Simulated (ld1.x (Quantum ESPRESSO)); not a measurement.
**Building the ultrasoft potential for Hg (Wu–Cohen, scalar-relativistic).**

The input file (ld1.x (Quantum ESPRESSO) 7.5):

```
&input
   title='Hg', zed=80., rel=1, dft='WC', iswitch=3,
   config='[Xe] 4f14 5d10 6s2 6p0 6d-2',
   nld=3, rlderiv=3.80, eminld=-3.0, emaxld=5.0, deld=0.02
 /
 &inputp
   pseudotype=3, tm=.true., lloc=-2, rcloc=1.70,
   nlcc=.false.,
   which_augfun='PSQ', rmatch_augfun=1.30,
   file_pseudopw='Hg.UPF', file_wfcaegen='ae.wfc', file_wfcncgen='nc.wfc', file_beta='beta', file_chi='chi', file_wfcusgen='us.wfc'
 /
6
6S  1  0   2.00   0.00  1.30  1.70  0.0
6S  1  0   0.00   1.25  1.30  1.70  0.0
6P  2  1   0.00   0.00  2.70  3.50  0.0
6P  2  1   0.00   0.70  2.70  3.50  0.0
6D  3  2  -2.00   0.45  3.05  3.25  0.0
6D  3  2  -2.00   1.00  3.05  3.25  0.0
 &test
   configts(1)='6s2 6p0'
 /
```

Command:

```bash
ld1.x < Hg.in > Hg.out
```

The program printed (shortened: banner, matrices, multipoles, cross overlaps and the repeated all-electron block are left out):

```
[... start of the log left out ...]
     --------------------- Generating US pseudopotential ---------------------

      Generating local potential from pseudized AE potential:
      Matching radius rcloc =   1.7000
      Enforcing V''(0)=0 (lloc=-2)

      Local pseudo, rcloc= 1.721 Estimated cut-off energy=    11.07 Ry
      Wfc-us  6S rcutus= 1.721  Estimated cut-off energy=    39.88 Ry
      Wfc-us  6S rcutus= 1.721  Estimated cut-off energy=    15.01 Ry
      Wfc-us  6P rcutus= 3.466  Estimated cut-off energy=     6.29 Ry
      Wfc-us  6P rcutus= 3.466  Estimated cut-off energy=     8.73 Ry
      Wfc-us  6D rcutus= 3.215  Estimated cut-off energy=     9.88 Ry
      Wfc-us  6D rcutus= 3.215  Estimated cut-off energy=    10.49 Ry

     Q pseudized with Bessel functions
     Expected ecutrho=     253.9972 due to l1=  1   l2=  2

       Warning: n=1, l=0 expected 0 nodes, found 1
       Setting wfc to zero for this iteration
       (This warning will only be printed once per wavefunction)

       Zero norm: self consistency problem; state:  1 (l=  0, j=0.0)

     ------------------- End of pseudopotential generation -------------------

     Computing logarithmic derivative in   3.80662
       Zero norm: self consistency problem; state:  1 (l=  0, j=0.0)
       Zero norm: self consistency problem; state:  1 (l=  0, j=0.0)
       Zero norm: self consistency problem; state:  1 (l=  0, j=0.0)

 %%%%%%%%%%%%%%%%%%%%%%%%%%%%%%%%%%%%%%%%%%%%%%%%%%%%%%%%%%%%%%%%%%%%%%%%%%%%%%
     Error in routine run_pseudo (1):
     Errors in PS-KS equation
 %%%%%%%%%%%%%%%%%%%%%%%%%%%%%%%%%%%%%%%%%%%%%%%%%%%%%%%%%%%%%%%%%%%%%%%%%%%%%%

     stopping ...
```

The run stopped because the pseudo-atom solver did not find the valence states with the expected number of nodes, which is the usual sign of a ghost state.

The run took about 0.68 s on one core of a shared server CPU.
